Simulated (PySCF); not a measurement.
**Vibration and rotation of ScO**

PBE0 constants of ScO, ²Σ⁺ (doublet), unpaired electrons σ ↑ (PySCF, no relativity, basis sets Sc def2-TZVP, O def2-TZVP; masses 44.9559 and 15.9949 u):

```
ωe                     : 1028.0 cm⁻¹
ωexe                   : 3.47 cm⁻¹
Be                     : 0.52613 cm⁻¹
αe                     : 0.00238 cm⁻¹
De to Sc (3d1 4s2) + O : 6.91 eV
```

(1) What force constant and bond length do these constants imply?

(2) Estimate the centrifugal constant D from the Kratzer relation and find the Dunham coefficient a1.

The metal atom is held in its measured ground configuration; semilocal functionals can put another filling of s and d lower by some tenths of an eV, and De to that atom would be smaller. With d or f electrons several states lie close, and the lowest PBE0 determinant need not be the measured ground state.

Answers

(1) Reduced mass μred = 11.797 u; k = 5.8918×10⁻⁷·μred·ωe² (u, cm⁻¹, mdyn/Å) = 7.35 mdyn/Å; Re = √(16.8576/(μred·Be)) (u, cm⁻¹, Å) = 1.648 Å.

(2) D = 4Be³/ωe² = 5.51e-07 cm⁻¹; a1 = −1 − αeωe/(6Be²) = -2.47.
